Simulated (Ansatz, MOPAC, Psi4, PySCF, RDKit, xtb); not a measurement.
Two geometries of SMILES C=C[SiH2]O (C2H6OSi), relaxed at B3LYP-D3(BJ)/def2-SVP with one dihedral held; other torsions can differ between them too.

Structure A

```
10

C      2.6948     1.4313    -1.8571
C      1.4638     0.9009    -1.8668
Si     0.3563     0.9299    -0.3578
O      0.9443     2.0196     0.7677
H      3.3535     1.4097    -2.7328
H      3.0955     1.9175    -0.9599
H      1.1081     0.4220    -2.7898
H     -1.0355     1.2724    -0.7877
H      0.3338    -0.3861     0.3339
H      0.9501     2.9472     0.5041
```

Structure B

```
10

C     -1.2454     1.2758    -2.6362
C     -0.6364     1.8662    -1.5975
Si     0.3818     0.9194    -0.3357
O      1.4021    -0.1735    -1.0880
H     -1.8526     1.8359    -3.3569
H     -1.1526     0.1991    -2.8225
H     -0.7705     2.9493    -1.4696
H      1.1352     1.9164     0.4858
H     -0.4705     0.0942     0.5602
H      1.9460     0.1802    -1.8019
```

Question: Which is lower in energy at the level CCSD(T) on RHF/cc-pVTZ, frozen core // B3LYP-D3(BJ)/def2-SVP (Ansatz, a first-principles code), and by how much?

Answer: A is lower, by 3.75 kJ/mol (dihedral C1–C2–Si3–O4: 15° in A, 45° in B).

E(B) − E(A) in kJ/mol at the other levels, on the same two geometries: MMFF94 // B3LYP-D3(BJ)/def2-SVP (RDKit) -0.68; B3LYP/def2-TZVP // B3LYP-D3(BJ)/def2-SVP (Psi4) 3.23; B3LYP-D3(BJ)/def2-TZVP // B3LYP-D3(BJ)/def2-SVP (Psi4) 3.56; PBE/def2-TZVP // B3LYP-D3(BJ)/def2-SVP (Psi4) 3.40; PBE-D3(BJ)/def2-TZVP // B3LYP-D3(BJ)/def2-SVP (Psi4) 3.57; wB97M-V/def2-TZVP // B3LYP-D3(BJ)/def2-SVP (Psi4) 3.96; RHF/cc-pVTZ // B3LYP-D3(BJ)/def2-SVP (Ansatz) 3.84; MP2 on RHF/cc-pVTZ, frozen core // B3LYP-D3(BJ)/def2-SVP (Ansatz) 3.78; CCSD on RHF/cc-pVTZ, frozen core // B3LYP-D3(BJ)/def2-SVP (Ansatz) 3.79; UFF // B3LYP-D3(BJ)/def2-SVP (RDKit) -3.04; PM6, restricted, heats of formation // B3LYP-D3(BJ)/def2-SVP (MOPAC) -0.01; PM3, restricted, heats of formation // B3LYP-D3(BJ)/def2-SVP (MOPAC) 1.91; GFN1-xTB // B3LYP-D3(BJ)/def2-SVP (xtb) 3.65; restricted B3LYP/6-31G*, spherical d // B3LYP-D3(BJ)/def2-SVP (PySCF) 3.46; restricted B3LYP/3-21G // B3LYP-D3(BJ)/def2-SVP (PySCF) 3.36; restricted MP2 (frozen core)/3-21G // B3LYP-D3(BJ)/def2-SVP (PySCF) 3.23; restricted M06-2X/6-31G*, spherical d // B3LYP-D3(BJ)/def2-SVP (PySCF) 4.60.
